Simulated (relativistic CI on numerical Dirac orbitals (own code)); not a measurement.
## Pr II: what numerical and physical settings do to a radial Dirac CI calculation

Reference input:

```
atom Pr  Z=59  charge=1  electrons=58
nucleus A=141  rms_radius_fm=4.8919
hamiltonian dirac-coulomb  breit=on  qed=on  c_scale=1
orbitals kli  potential=per-configuration
slater_scale 1
correlation none
mixing on
grid step=0.0125 r_max=129.7
scf mixing=0.4 start=green max_iterations=150 tolerance=2e-08 node_fill=0.05
configurations
  [Xe] 4f3 6s
  [Xe] 4f2 6s2
  [Xe] 4f 5d2 6s
  [Xe] 4f3 6p
  [Xe] 4f 5d 6s2
end
```

Computed lowest total energy -9224.99872 Ha, first excitation 683.3 cm⁻¹, 65 SCF steps. Runs with settings changed; * marks those that are bad on purpose (the QED terms keep the true α when c is scaled):

| Changed | Outcome | Lowest level | ΔE (Ha) | First excitation (cm⁻¹) | SCF steps | Message |
| --- | --- | --- | --- | --- | --- | --- |
| SCF mixing 0.1 | converged | 4f3 6s 5I°_4 | 3.46e-09 | 683.3 | 156 |  |
| QED terms off | converged | 4f3 6s 5I°_4 | -5.23 | 681.2 | 65 |  |
| Breit term off, grid step 0.02, speed of light × 2 | converged | 4f3 6s 5I°_4 | 234 | 240.5 | 61 |  |
| end of the grid at 194.55 bohr | converged | 4f3 6s 5I°_4 | -3.64e-12 | 683.3 | 65 |  |
| node fill of the KLI weights 5 * | converged | 4f3 6s 5I°_4 | 0.787 | 977.6 | 101 |  |
| iteration limit 2 * | not converged |  |  |  | 2 | SCF of 1s2 2s2 2p6 3s2 3p6 3d10 4s2 4p6 4d10 4f3 5s2 5p6 6s did not converge |

With so few configurations and no correlation, terms lie too far apart (by 10 to 50 % near neutrality), their order can be wrong, and levels of other configurations are missing.
